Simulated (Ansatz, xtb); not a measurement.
**Two isomers of C3H2FN3O2**

We compare I, `O=C(O)c1nc(F)n[nH]1`, a singlet, with II, `O=C(O)c1n[nH]c(F)n1`, a singlet. Both are isolated molecules in the gas phase, relaxed with PBE0-D3(BJ)/def2-SVP; the shapes shown needn't be the lowest conformers.

I (Å):

| atom | x (Å) | y (Å) | z (Å) |
| --- | --- | --- | --- |
| C | -2.9441 | 1.2206 | 0.6641 |
| C | -1.6542 | 0.6398 | 1.0982 |
| C | 0.0324 | 0.0432 | 2.1246 |
| F | 0.9008 | -0.1117 | 3.0824 |
| N | -1.0930 | 0.7425 | 2.2889 |
| N | 0.2283 | -0.4906 | 0.9340 |
| N | -0.8651 | -0.0966 | 0.2889 |
| O | -3.6750 | 1.8777 | 1.3442 |
| O | -3.1812 | 0.9010 | -0.6199 |
| H | -4.0312 | 1.2996 | -0.8613 |
| H | -1.0289 | -0.3470 | -0.6801 |

II (Å):

```xyz
11

C    -3.0250    1.3062    0.3630
C    -1.7561    0.6942    0.8351
C     0.0883    0.5208    1.7367
F     1.2148    0.6837    2.3683
N    -1.4419   -0.5711    0.6171
N    -0.2475   -0.6720    1.2044
N    -0.8281    1.4091    1.5299
O    -3.3246    2.4525    0.5514
O    -3.7890    0.4312   -0.2934
H    -4.5847    0.9166   -0.5590
H     0.2687   -1.5446    1.2088
```

Quicker runs give these differences E(II) − E(I): GFN2-xTB +12.0 kJ/mol; HF/STO-3G +4.8 kJ/mol (at GFN2-xTB geometries); r2SCAN-D4/def2-SVP +15.8 kJ/mol (at GFN2-xTB geometries).

Task: Estimate E(II) − E(I) at the level CCSD(T)/def2-SVP + ΔMP2/def2-TZVPP.

Result: Calculated at CCSD(T)/def2-SVP + ΔMP2/def2-TZVPP: E(II) − E(I) = +12.8 kJ/mol, so structure I lies lower.

The same difference at several levels:

```json
{"level": "GFN2-xTB", "geometry": "GFN2-xTB", "E(II) − E(I) (kJ/mol)": "+12.0", "departure from the last row (kJ/mol)": "−0.8", "job, with rough time for the two": "optimisation, 0.34 s"}
{"level": "HF/STO-3G", "geometry": "GFN2-xTB", "E(II) − E(I) (kJ/mol)": "+4.8", "departure from the last row (kJ/mol)": "−8.0", "job, with rough time for the two": "single point, 1.8 s"}
{"level": "r2SCAN-D4/def2-SVP", "geometry": "GFN2-xTB", "E(II) − E(I) (kJ/mol)": "+15.8", "departure from the last row (kJ/mol)": "+3.0", "job, with rough time for the two": "single point, 11 s"}
{"level": "PBE0-D3(BJ)/def2-SVP", "geometry": "PBE0-D3(BJ)/def2-SVP", "E(II) − E(I) (kJ/mol)": "+13.0", "departure from the last row (kJ/mol)": "+0.3", "job, with rough time for the two": "optimisation, 93 s"}
{"level": "HF/def2-SVP", "geometry": "PBE0-D3(BJ)/def2-SVP", "E(II) − E(I) (kJ/mol)": "+5.0", "departure from the last row (kJ/mol)": "−7.8", "job, with rough time for the two": "part of the CCSD(T) run"}
{"level": "MP2/def2-SVP", "geometry": "PBE0-D3(BJ)/def2-SVP", "E(II) − E(I) (kJ/mol)": "+14.9", "departure from the last row (kJ/mol)": "+2.1", "job, with rough time for the two": "part of the CCSD(T) run"}
{"level": "CCSD(T)/def2-SVP", "geometry": "PBE0-D3(BJ)/def2-SVP", "E(II) − E(I) (kJ/mol)": "+11.5", "departure from the last row (kJ/mol)": "−1.2", "job, with rough time for the two": "single point"}
{"level": "CCSD(T)/def2-SVP + ΔMP2/def2-TZVPP", "geometry": "PBE0-D3(BJ)/def2-SVP", "E(II) − E(I) (kJ/mol)": "+12.8", "departure from the last row (kJ/mol)": "", "job, with rough time for the two": "single point, 4.3 min"}
```

As drawn, both hold the same kinds of bond in the same numbers.

The levels shown agree on the order. The largest departure from CCSD(T)/def2-SVP + ΔMP2/def2-TZVPP is that of HF/STO-3G, 8.0 kJ/mol. The last row adds to CCSD(T) the change of the MP2 difference between the two basis sets, here +1.2 kJ/mol.

With thermal terms from frequencies at re-optimised GFN2-xTB minima (ideal gas, soft modes damped towards free rotors, one conformer each, 298.15 K, 1 atm): the zero-point term adds −0.7 kJ/mol; ΔH is +12.4 and ΔG +11.8 kJ/mol.

The correlated steps freeze 9 core orbitals. Codes used: Ansatz 0.2.0, xtb 6.7.1; the last row on 2 threads of Intel(R) Xeon(R) Processor @ 2.50GHz (Skylake/Cascade Lake) on a shared host.
